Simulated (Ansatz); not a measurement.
Calculated with Ansatz (gas phase, PBE0-D4/def2-TZVP geometries, no zero-point term in ΔE). CBS: MP2 limit from def2 TZ/QZ plus the TZ coupled-cluster correction, frozen cores. One conformer a species, not always the lowest.

`OC[SiH2]CCl` → `CCO[SiH2]Cl`  (isomerisation)

| level | ΔE (kcal/mol) |
| --- | --- |
| HF/def2-SVP | -68.2 |
| HF/CBS(def2) | -70.7 |

(1) What does CCSD(T)/CBS give? (Estimate.)

Largest T1 diagnostic among the species: 0.010.

Answers

(1) The calculation gave: -62.9 kcal/mol. The listed levels differ from it by -5.3, -7.8 kcal/mol.

From r2SCAN to r2SCAN0 (25 % exact exchange), in def2-TZVPP and without D4, ΔE moves by −1.2 kcal/mol. The D4 term adds +0.9 kcal/mol with B3LYP and +0.5 kcal/mol with PBE0; it sums over pairs of atoms, weighted by their polarisabilities, and B3LYP, whose exchange is more repulsive, gets the larger term. Leaving LDA and LC-ωPBE aside and taking each functional with its dispersion term where it has one, the values, not all of them listed here, spread over 8.5 kcal/mol, from BHLYP-D4 to revPBE-D4.

B3LYP here is the variant with VWN-RPA as its local correlation; programs differ in this.
